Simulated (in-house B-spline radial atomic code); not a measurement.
A fraction x of an electron is removed from 4p in I, starting from [Kr] 4d10 5s2 5p5 and keeping the highest spin. All numbers are computed (scalar-relativistic (X2C) LDA exchange-only, spin-polarised, spherical fractional occupations; Fermi nucleus of rms radius 4.75 fm) with a radial B-spline atomic code at the basis-set limit, not measured.

```tsv
x	E(x) - E(0) (eV)	4p down level (eV)
0	0.0000	-125.696
0.05	6.3052	-126.513
0.2	25.4679	-128.999
0.35	45.0073	-131.534
0.45	58.2464	-133.251
0.5	64.9306	-134.117
0.61	79.7890	-136.039
0.68	?	?
0.86	?	?
0.93	124.2313	-141.756
1	134.1988	-143.030
```

Q: What belongs in the row x = 0.68?

A: An energy change of 89.3549 eV; 4p down at -137.274 eV.

Q: What belongs in the row x = 0.86?

A: An energy change of 114.3528 eV; 4p down at -140.490 eV.

Q: Check Janak's theorem between x = 0.05 and 0.2.

A: The slope of the energy is 127.75 eV; the orbital levels give 127.76 eV (-ε of the emptying orbital, averaged over the two points).
